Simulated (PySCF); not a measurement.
Rh+: excitation energy

Rh+ [Kr] 4d8 (3F) → Rh+ [Kr] 4d7 5p1 (high-spin determinant), as a difference of total energies. Computed with PySCF 2.14 in aug-cc-pVDZ-PP with ECP28MDF (5s5p4d2f, 54 functions), with a scalar-relativistic core potential. Correlated levels: valence: 4s2 4p6 frozen. The calculations carry no spin-orbit coupling.

```tsv
method	excitation energy (eV)
UHF	6.031
MP2 (valence)	7.032
SCS-MP2 (valence)	7.199
CCSD (valence)	6.871
CCSD(T) (valence)	6.898
```

Task: How much does correlation contribute at CCSD(T) (valence)?

Result: 6.898 − (6.031) = 0.867 eV, measured against UHF.

The determinant of the upper state mixes LS terms, which raises its energy above the lowest term, most at the Hartree-Fock and MP2 levels.
